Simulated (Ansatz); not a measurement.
C2H3FOSi (SMILES FC1=CO[SiH2]1) moved off its minimum; all values from Ansatz (an electronic-structure program), cores frozen in correlated methods.
(charge 0, multiplicity 1)
```xyz
8

F      1.57799    -0.24383    -1.33944
C      0.60331    -0.04642    -0.45949
C      0.73231     0.72070     0.68268
O     -0.60428     0.59282     1.34949
Si    -1.00816    -0.39817     0.06240
H      1.41656     1.30358     1.12776
H     -1.43877    -1.82291     0.51213
H     -2.33843     0.09356    -0.79044
```

Give the forces (eV/Å), the total energy and the dipole at CCSD(T)/cc-pV(T+d)Z.


| atom | Fx | Fy | Fz |
|---|---|---|---|
| F1 | -0.025 | -0.184 | -0.406 |
| C2 | 3.373 | 1.790 | 0.832 |
| C3 | -4.344 | -2.886 | -1.865 |
| O4 | 1.868 | 0.461 | -0.659 |
| Si5 | -5.802 | -1.722 | -0.126 |
| H6 | 2.422 | 1.938 | 1.507 |
| H7 | 0.595 | 1.020 | -0.312 |
| H8 | 1.915 | -0.417 | 1.028 |
Energy -541.7247 hartree, dipole 0.68 D.

Doubts at one or more of the structures used: a restricted determinant that unrestricted orbitals would lower (CCSD(T)/cc-pV(T+d)Z).
